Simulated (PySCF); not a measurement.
# Static response to an electric field

CH₁₂OSi₄.
SMILES with atom numbers: `[CH3:1][SiH2:2][SiH2:3][SiH2:4][O:5][SiH3:6]` (hydrogens: H7, H8, H9 on C1; H10, H11 on Si2; H12, H13 on Si3; H14, H15 on Si4; H16, H17, H18 on Si6)

Cartesian coordinates in Å at the GFN2-xTB level; atoms count from 1:
```
atom  x, y, z in Å
C1    -3.4186   -0.4134   -0.2429
Si2   -1.5453   -0.7123   -0.0757
Si3   -0.5733    0.7974    1.4054
Si4    1.6301    1.3179    0.9862
O5     2.1025    0.0885    0.0223
Si6    3.1040   -0.7216   -0.9516
H7    -3.9139   -0.4837    0.7211
H8    -3.8859   -1.1375   -0.9039
H9    -3.6228    0.5756   -0.6430
H10   -0.9771   -0.6158   -1.4299
H11   -1.3716   -2.1176    0.3320
H12   -0.7164    0.3032    2.7907
H13   -1.3492    2.0547    1.4576
H14    1.8885    2.5523    0.2330
H15    2.5738    1.3367    2.1118
H16    2.2500   -1.7422   -1.5516
H17    3.6457    0.2086   -1.9409
H18    4.1708   -1.2847   -0.1266
```

Level: CAM-B3LYP/def2-SVPD (PySCF), static field, nuclei fixed, core orbitals frozen in the response. The polarisability tensor in these axes (au):

```
x   147.82   8.51   1.65
y     8.51 117.13   9.81
z     1.65   9.81 115.28
```

Task: Diagonalise the tensor; give its mean and Δα, where Δα² is half the sum of the squared differences of the eigenvalues.

Result: Principal values 105.83, 123.88 and 150.53 au; mean 126.75 au = 18.78 Å³ = 20.90 × 10⁻⁴⁰ C²·m²/J; Δα = 38.95 au (31 % of the mean).

Task: What is the dipole moment, and where does it point?

Result: (-0.44, 0.10, -0.16) D, 0.48 D in size, pointing from the negative to the positive side. Measured along this direction, the outermost atoms are H18 at the negative end and H9 and H8 at the positive end.

Task: Rayleigh depolarisation ratio (linearly polarised light, static tensor)?

Result: ρ = 3Δα²/(45ᾱ² + 4Δα²) = 4550.2/(722917 + 6066.9) = 0.00624.

Task: Find the Langevin capture rate constant for NH4+ (18.034 u) meeting this molecule (151.997 u), k = 2.342 × 10⁻⁹ cm³/s × √(α in Å³ / reduced mass in u).

Result: The reduced mass is 16.12 u, so k = 2.53 × 10⁻⁹ cm³/s. The formula leaves out the permanent dipole, which adds to the capture rate.

Task: In a dilute gas of rigid molecules at 250 K, how does the orientational term μ²/3kT compare with the electronic polarisability?

Result: In Gaussian units μ²/3kT = 2.18 Å³ against 18.78 Å³, a ratio of 0.12; the Debye molar polarisation (4π/3)N_A(α + μ²/3kT) is 52.9 cm³/mol, leaving out the vibrational part.

Task: In TDDFT the mean static polarisability is Σ f/ω² over all singlet excitations (ω in hartree). How much of it do the 8 lowest give? Their energies (eV) and oscillator strengths: 6.18, 0.1088; 6.56, 0.0029; 6.84, 0.0093; 7.05, 0.0660; 7.31, 0.0311; 7.36, 0.1144; 7.59, 0.0491; 7.69, 0.0018.

Result: They add up to 5.94 au, 4.7 % of the 126.75 au; the largest single term is 2.11 au, from the state at 6.18 eV. Terms in order: 2.11, 0.05, 0.15, 0.98, 0.43, 1.56, 0.63, 0.02 au. Higher excitations give the rest. The strengths listed sum to 0.383.

Task: What are the principal values of the traceless quadrupole moment, Θ = ½Σq(3rr − r²1), about the centre of nuclear charge?

Result: -1.83, -1.28, 3.11 D·Å. The values depend on the origin, since the dipole doesn't vanish. The electronic extent ⟨r²⟩ about the same centre is 2105 bohr², a root-mean-square distance of 2.68 Å for the 82 electrons.

One conformer (not necessarily the lowest) at the GFN2-xTB geometry, without solvent, vibrations or thermal averaging.
